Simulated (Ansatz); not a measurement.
CH6Si3, SMILES `C=[Si]1[SiH2][SiH2]1` (charge 0, multiplicity 1).

Z-matrix (Å, degrees):
```
Si
C 1 1.7111
H 2 1.0842 1 121.84
H 2 1.0842 3 116.31 1 179.90
Si 1 2.2969 2 148.86 3 -0.71
H 5 1.4863 1 120.27 2 -72.41
H 5 1.4863 6 111.57 1 -149.12
Si 1 2.2970 2 148.89 3 -179.46
H 8 1.4863 1 120.30 2 72.40
H 8 1.4863 9 111.56 1 149.10
```
Charge 0, multiplicity 1.

Frozen-core energies in 6-31g from Ansatz (an electronic-structure program) at a geometry from PBE0-D3(BJ)/def2-TZVP; the HF reference has <S^2> = 0.00 (restricted, and unstable towards unrestricted orbitals) and the T1 diagnostic is 0.012.

| level | energy (Ha) |
|---|---|
| HF | -907.87111 |
| MP2 | -908.12896 |
| CCSD | -908.18049 |

Estimate the energies of CCSD(T), CCSDT and CCSDT(Q), and give each level's difference from CCSDT(Q).


```tsv
level	energy (Ha)	difference from CCSDT(Q) (mHa)
MP2	-908.12896	63.19
CCSD	-908.18049	11.67
CCSD(T)	-908.19018	1.98
CCSDT	-908.19130	0.86
CCSDT(Q)	-908.19215	0.00
```
